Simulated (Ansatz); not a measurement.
The cluster Cu₂O⁻. The state is a doublet with charge -1. Geometry r2SCAN-D4/def2-TZVPD.

```xyz
3

Cu    1.280   -0.679    0.967
Cu   -1.280    0.680   -0.967
O     0.000   -0.001    0.000
```

At HF/def2-TZVPD, r2SCAN-D4/def2-TZVPD the charge -1 doublet is spin-contaminated (final ⟨S²⟩ up to 1.77, 0.75 for a pure state). At PBE-D4/def2-TZVPD, r2SCAN-D4/def2-TZVPD, B97M-V/def2-TZVPD, PBE0-D4/def2-TZVPD the highest occupied level of the charge -1 doublet lies above zero (up to 0.60 eV). It is a level of α spin, whose loss leaves a singlet; that state wasn't run at this geometry and level. The electron is either unbound and held by the finite basis, or the level is raised by self-interaction error. No other spin state of charge -1 was run. Another isomer (doublet) lies 0.28 eV lower at PBE0-D4/def2-TZVPD; other spin states weren't run for this one.

Question: Estimate the α-spin orbital energies around the gap (eV) in Ansatz with HF/def2-TZVPD, PBE-D4/def2-TZVPD, r2SCAN-D4/def2-TZVPD, B97M-V/def2-TZVPD, PBE0-D4/def2-TZVPD.

Answer: 
| orbital | HF/def2-TZVPD | PBE-D4/def2-TZVPD | r2SCAN-D4/def2-TZVPD | B97M-V/def2-TZVPD | PBE0-D4/def2-TZVPD |
| --- | --- | --- | --- | --- | --- |
| HOMO−5 | -8.36 | -0.78 | -0.93 | -1.05 | -2.64 |
| HOMO−4 | -8.35 | -0.78 | -0.93 | -1.05 | -2.19 |
| HOMO−3 | -7.01 | -0.30 | -0.46 | -0.29 | -1.19 |
| HOMO−2 | -6.62 | 0.39 | 0.18 | 0.13 | -0.88 |
| HOMO−1 | -1.69 | 0.39 | 0.20 | 0.13 | -0.88 |
| HOMO | -1.21 | 0.44 | 0.20 | 0.60 | 0.23 |
| LUMO | 3.89 | 1.35 | 1.31 | 1.45 | 1.87 |
| LUMO+1 | 4.32 | 3.22 | 3.63 | 3.06 | 3.64 |
| LUMO+2 | 5.13 | 3.22 | 3.63 | 3.06 | 3.64 |
| LUMO+3 | 5.16 | 3.52 | 3.76 | 3.46 | 4.06 |
| LUMO+4 | 5.17 | 3.52 | 3.76 | 3.46 | 4.06 |
| LUMO+5 | 5.81 | 3.87 | 4.46 | 3.69 | 4.32 |
| β HOMO | -6.69 | 0.44 | 0.23 | 0.17 | -0.92 |
| β LUMO | 4.73 | 1.11 | 1.47 | 0.97 | 2.13 |
